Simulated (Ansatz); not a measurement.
Molecule: sum formula SiH2Cl, charge 0, multiplicity 2. It need not be the lowest isomer of its formula. 
Coordinates optimised at B3LYP-D3(BJ)/def2-TZVP (Ansatz, a program for electronic structure):
```
Si
H 1 1.4844
H 1 1.4844 2 111.01
Cl 1 2.0680 2 108.33 3 118.83
```
Charge 0, spin multiplicity 2.

Basis-set convergence of Hartree-Fock and MP2 correlation energies (hartree) with Ansatz. Valence correlation only, unless marked. Open shells are spin-unrestricted. Spin-orbit coupling is left out. No relativistic terms.

```csv
basis,functions,E(HF),"E(corr, MP2)"
def2-SVPD,67,-749.37253,-0.23226
def2-TZVPPD,133,-749.62692,-0.29562
def2-QZVPPD,221,-749.64818,-0.32222
```

Extrapolating the two largest sets (X = 3 and 4) as X^-3: E(corr) = (64·(-0.32222) - 27·(-0.29562))/37 = -0.3416 Eh, an estimate of the basis-set limit. The largest set recovers 94.3 % of it, the smallest 68.0 %.
